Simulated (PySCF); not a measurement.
Spectra and structures to be paired. Computed, not measured: TDDFT CAM-B3LYP/def2-SVPD, vertical, gas phase, core orbitals frozen in the response (PySCF 2.14.0, density-fitted response routines). Geometries: GFN2-xTB; one conformer of each isolated species. Triplets are in the Tamm–Dancoff approximation.

A. `N[Si@@H]1N[SiH2]CO[SiH2]1`
B. `[SiH2](N)[SiH2][SiH2]C(=O)N`
C. `CN[Si@@H]1[SiH2]O[Si@@H]1N`
D. `CC1=C(C(F)(F)F)NN=N1`
E. `C#CP(C#CC)C(F)(F)F`

Lowest singlet levels (six at most, fewer where fewer were computed) with oscillator strengths:

1. 228 nm (f 0.002); 212 nm (f 0.003); 205 nm (f 0.004); 197 nm (f 0.014); 192 nm (f 0.007); 185 nm (f 0.018); T1 4.95 eV
2. 252 nm (f 0.003); 222 nm (f 0.005); 198 nm (f 0.001); 192 nm (f 0.008); 184 nm (f 0.241); 183 nm (f 0.012); T1 4.34 eV
3. 224 nm (f 0.005); 193 nm (f 0.143); 176 nm (f 0.006); 171 nm (f 0.018); 168 nm (f 0.001); 165 nm (f 0.001); T1 4.31 eV
4. 267 nm (f 0.020); 231 nm (f 0.094); 211 nm (f 0.027); 200 nm (f 0.004); 199 nm (f 0.026); 197 nm (f 0.010); T1 4.11 eV
5. 236 nm (f 0.024); 219 nm (f 0.006); 206 nm (f 0.000); 198 nm (f 0.007); 191 nm (f 0.020); 189 nm (f 0.015); T1 4.55 eV

**Question.** Which spectrum belongs to which structure?

**Answer.** 1 = A, 2 = B, 3 = D, 4 = C, 5 = E.
- A: S1 at 5.44 eV, HOMO→LUMO (91%); Löwdin shares by element: HOMO nitrogen 24%, oxygen 17%, silicon 15% or more (atoms not listed hold the other 44%); LUMO silicon 49% or more, oxygen 6%, hydrogen 6% or more (atoms not listed hold the other 39%); HOMO -8.45 and LUMO 0.28 eV.
- B: S1 at 4.92 eV, HOMO-1→LUMO+1 (56%), HOMO-1→LUMO (24%); Löwdin shares by element: HOMO nitrogen 58% or more, silicon 15% or more, hydrogen 15% or more; LUMO silicon 55%, hydrogen 9% or more (atoms not listed hold the other 36%); HOMO -8.39 and LUMO 0.19 eV.
- C: S1 at 4.64 eV, HOMO→LUMO (95%); Löwdin shares by element: HOMO silicon 41%, nitrogen 33% or more (atoms not listed hold the other 26%); LUMO silicon 53%, oxygen 7% (atoms not listed hold the other 40%); HOMO -7.77 and LUMO 0.17 eV.
- D: S1 at 5.54 eV, HOMO-1→LUMO (93%); Löwdin shares by element: HOMO carbon 48% or more, nitrogen 29% or more (atoms not listed hold the other 23%); LUMO nitrogen 42% or more, carbon 30% or more (atoms not listed hold the other 29%); HOMO -9.37 and LUMO 0.10 eV; point group Cs.
- E: S1 at 5.25 eV, HOMO→LUMO (84%); Löwdin shares by element: HOMO carbon 47% or more, phosphorus 29% (atoms not listed hold the other 24%); LUMO carbon 40% or more, phosphorus 28% (atoms not listed hold the other 32%); HOMO -8.77 and LUMO 0.07 eV.
A and D have S1 within 0.11 eV of each other; their strongest listed levels stand at 6.71 eV (f 0.018) and 6.44 eV (f 0.143).
